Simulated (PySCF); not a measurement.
SiH3Cl, SMILES Cl[SiH3]. Coordinates come from a B3LYP-D3(BJ)/def2-TZVP optimisation. The isomer is the one that the SMILES or the coordinates give; other isomers of the formula were not compared.

Q: Give the equilibrium geometry at B3LYP-D3(BJ)/def2-TZVP (PySCF confirms it by a frequency run) as a Z-matrix, and its point group. (An estimate is asked for; the answer gives what the named calculation found.)

A: point group C3v.
```
Si
H 1 1.4758
H 1 1.4758 2 110.45
H 1 1.4758 2 110.45 3 122.47
Cl 1 2.0663 2 108.48 3 -118.77
```
